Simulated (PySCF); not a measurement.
Computed spin Hamiltonian

Species: C₆H₁₅N (charge +1 and doublet state).
Numbering: `[CH3:1][CH2:2][N+:3]([CH2:4][CH3:5])[CH2:6][CH3:7]` (hydrogens: H8, H9, H10 on C1; H11, H12 on C2; H13, H14 on C4; H15, H16, H17 on C5; H18, H19 on C6; H20, H21, H22 on C7)

Cartesian coordinates in Å at the GFN2-xTB level; atoms count from 1:
```
atom  x, y, z in Å
C1    -1.9955   -1.6486   -0.1901
C2    -0.9550   -1.0617    0.7858
N3    -0.1431   -0.0854    0.1440
C4    -0.5089    1.2813    0.2703
C5     0.1126    2.2513   -0.7168
C6     1.0216   -0.5037   -0.5471
C7     2.2784   -0.3652    0.3409
H8    -2.6420   -0.8636   -0.5732
H9    -1.5088   -2.1466   -1.0237
H10   -2.6026   -2.3745    0.3421
H11   -0.3257   -1.8810    1.1443
H12   -1.4838   -0.6105    1.6285
H13   -1.6050    1.3438    0.2156
H14   -0.2584    1.6134    1.2942
H15   -0.2865    3.2437   -0.5254
H16    1.1935    2.3086   -0.6242
H17   -0.1414    1.9836   -1.7410
H18    1.1668    0.1025   -1.4439
H19    0.9142   -1.5534   -0.8278
H20    3.1418   -0.7021   -0.2241
H21    2.1803   -0.9794    1.2316
H22    2.4371    0.6666    0.6384
```

The hyperfine couplings belong to this conformer and change with its torsions.

Level of theory: UKS B3LYP, pcH-1 on C H N, non-relativistic, mean-field spin-orbit, GIAO (PySCF). One conformer (not necessarily the lowest) at the GFN2-xTB geometry, without solvent, vibrations or thermal averaging. A GFN2-xTB geometry isn't a minimum of the functional, and hyperfine couplings can be far from their values at a DFT geometry, by a factor of two or more for some ions and for spin on atoms past the first row. Stability of the SCF solution: not tested.

```json
{
 "g1, g2, g3": "2.00210, 2.00430, 2.00448",
 "g_iso": "2.00363",
 "Form of g": "close to axial: the two nearest values differ by 7 % of g3 − g1",
 "⟨S²⟩": "0.7543 (exact 0.7500)",
 "Total energy": "-292.17762 Eh",
 "Basis functions": "325"
}
```

Isotropic coupling and dipolar principal values T1 to T3, in MHz:

| atom | isotope | a_iso | T1 | T2 | T3 | Mulliken spin population |
| --- | --- | --- | --- | --- | --- | --- |
| C1 | 13C | 44.7 | -8.3 | -8.1 | 16.4 | 0.07 |
| C2 | 13C | -27.2 | -5.1 | 0.5 | 4.7 | -0.03 |
| N3 | 14N | 39.9 | -39.6 | -39.5 | 79.1 | 0.76 |
| C4 | 13C | -29.9 | -5.2 | 0.7 | 4.5 | -0.05 |
| C5 | 13C | 2.3 | -1.5 | -1.0 | 2.5 | 0.01 |
| C6 | 13C | -28.6 | -5.5 | 0.1 | 5.5 | -0.04 |
| C7 | 13C | 51.8 | -9.2 | -9.1 | 18.3 | 0.08 |
| H8 | 1H | -5.1 | -5.6 | -1.2 | 6.8 | 0.00 |
| H9 | 1H | -5.6 | -5.5 | -1.5 | 7.0 | 0.00 |
| H10 | 1H | 14.7 | -4.4 | -1.6 | 6.1 | 0.01 |
| H11 | 1H | 52.9 | -5.7 | -3.5 | 9.1 | 0.02 |
| H12 | 1H | 29.8 | -5.2 | -3.5 | 8.7 | 0.01 |
| H13 | 1H | 96.2 | -6.5 | -3.2 | 9.8 | 0.04 |
| H14 | 1H | 189.0 | -6.6 | -3.2 | 9.8 | 0.08 |
| H15 | 1H | -2.7 | -2.0 | -1.6 | 3.6 | 0.00 |
| H16 | 1H | 0.5 | -2.6 | -2.2 | 4.8 | 0.00 |
| H17 | 1H | 6.5 | -2.8 | -2.2 | 5.0 | 0.00 |
| H18 | 1H | 59.5 | -5.8 | -3.7 | 9.5 | 0.02 |
| H19 | 1H | 28.8 | -5.3 | -3.8 | 9.2 | 0.01 |
| H20 | 1H | 15.6 | -4.9 | -1.7 | 6.6 | 0.01 |
| H21 | 1H | -5.2 | -5.9 | -1.1 | 7.0 | 0.00 |
| H22 | 1H | -6.1 | -5.9 | -1.4 | 7.2 | 0.00 |

The largest Mulliken spin populations are on N3 (+0.76), C7 (+0.08), H14 (+0.08) and C1 (+0.07). N3 is the only atom above +0.15. The angles at N3 add up to 360.0°, so it is planar.

Axes: g3 points within 9° of the C2–N3 bond.

Under fast tumbling the dipolar parts average out, and these isotropic splittings remain: 6 × 1H (H11 (×6), I = 1/2, 7 lines) with 2.71 mT, 1 × 14N (N3, I = 1, 3 lines) with 1.42 mT and 9 × 1H (H8 (×9), I = 1/2, 10 lines) with 0.05 mT.

Class means assume fast exchange of nuclei equivalent by connectivity; if that motion is slow, each nucleus keeps its own coupling. The nine 1H nuclei of mean +1.4 MHz run from -6.1 to 15.6 MHz in the frozen geometry. The 1H value of +76.0 MHz is a mean of couplings from 28.8 to 189.0 MHz in this one geometry, not an average over conformers.

The 13C coupling of C1/C5/C7 (mean 32.9 MHz) shows only in satellite lines or after enrichment, since that isotope makes up about 1.07 % of natural carbon.
